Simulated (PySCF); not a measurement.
# SMILES C=CC1=C/C(=C/Br)C1=C, C8H7Br

Molfile (atoms numbered from 1):
```
C8H7Br
     RDKit          3D

 16 16  0  0  0  0  0  0  0  0999 V2000
   -0.3298   -2.6531   -1.0636 C   0  0  0  0  0  0  0  0  0  0  0  0
   -1.0073   -1.5089   -1.1482 C   0  0  0  0  0  0  0  0  0  0  0  0
   -0.6230   -0.2753   -0.5357 C   0  0  0  0  0  0  0  0  0  0  0  0
   -1.1943    0.9675   -0.5240 C   0  0  0  0  0  0  0  0  0  0  0  0
   -0.1391    1.5333    0.3103 C   0  0  0  0  0  0  0  0  0  0  0  0
    0.0922    2.7376    0.8153 C   0  0  0  0  0  0  0  0  0  0  0  0
    1.5957    3.1520    1.8857 Br  0  0  0  0  0  0  0  0  0  0  0  0
    0.5070    0.1866    0.3160 C   0  0  0  0  0  0  0  0  0  0  0  0
    1.6014   -0.3136    0.8599 C   0  0  0  0  0  0  0  0  0  0  0  0
   -0.6749   -3.5488   -1.5506 H   0  0  0  0  0  0  0  0  0  0  0  0
    0.5875   -2.7306   -0.5080 H   0  0  0  0  0  0  0  0  0  0  0  0
   -1.9290   -1.4648   -1.7169 H   0  0  0  0  0  0  0  0  0  0  0  0
   -2.0796    1.3941   -0.9554 H   0  0  0  0  0  0  0  0  0  0  0  0
   -0.5603    3.5815    0.6559 H   0  0  0  0  0  0  0  0  0  0  0  0
    1.8866   -1.3433    0.7325 H   0  0  0  0  0  0  0  0  0  0  0  0
    2.2592    0.2948    1.4568 H   0  0  0  0  0  0  0  0  0  0  0  0
  1  2  2  0
  2  3  1  0
  3  4  2  0
  4  5  1  0
  5  6  2  0
  6  7  1  0
  5  8  1  0
  8  9  2  0
  8  3  1  0
  1 10  1  0
  1 11  1  0
  2 12  1  0
  4 13  1  0
  6 14  1  0
  9 15  1  0
  9 16  1  0
M  END
```

Level of theory: GIAO KT3/pcSseg-1 magnetisability, rotational g tensor and spin-rotation constants, non-relativistic, gas phase in PySCF. Geometry: GFN2-xTB.

The calculation is non-relativistic, which matters for the atoms heavier than Zn.

(1) Give the nuclear spin-rotation constants along the inertial axes (H = +C I·J) beside the isotropic shieldings.

Results:

(1) Rotational constants 3.7758, 0.4834, 0.4285 GHz. A star marks the isotopologue with that one atom substituted, in its own axes.
| atom | isotope | Caa (kHz) | Cbb (kHz) | Ccc (kHz) | mean (kHz) | σ (ppm) |
| --- | --- | --- | --- | --- | --- | --- |
| Br7 | 79Br | 6.001 | 0.735 | 0.708 | 2.481 | 2088.4 |
| H10 | 1H | 0.374 | -0.051 | -0.050 | 0.091 | 26.3 |
| H11 | 1H | -0.181 | 0.023 | -0.051 | -0.070 | 26.1 |
| H12 | 1H | -0.104 | 0.018 | -0.049 | -0.045 | 25.3 |
| H13 | 1H | -0.356 | 0.054 | -0.053 | -0.118 | 25.0 |
| H14 | 1H | -0.275 | 0.027 | -0.045 | -0.098 | 25.9 |
| H15 | 1H | -0.019 | -0.003 | -0.051 | -0.024 | 26.6 |
| H16 | 1H | 0.234 | -0.032 | -0.047 | 0.052 | 25.9 |
| C1 | 13C* | 1.588 | 0.159 | 0.055 | 0.601 | 68.8 |
| C2 | 13C* | 1.592 | 0.173 | 0.062 | 0.609 | 59.3 |
| C3 | 13C* | 1.677 | 0.202 | 0.072 | 0.650 | 37.3 |
| C4 | 13C* | 1.490 | 0.198 | 0.073 | 0.587 | 48.2 |
| C5 | 13C* | 1.384 | 0.226 | 0.074 | 0.561 | 42.5 |
| C6 | 13C* | 1.117 | 0.173 | 0.076 | 0.455 | 80.0 |
| C8 | 13C* | 1.761 | 0.172 | 0.079 | 0.671 | 42.7 |
| C9 | 13C* | 1.383 | 0.147 | 0.054 | 0.528 | 87.7 |

For the geometry as given, no vibrational averaging.
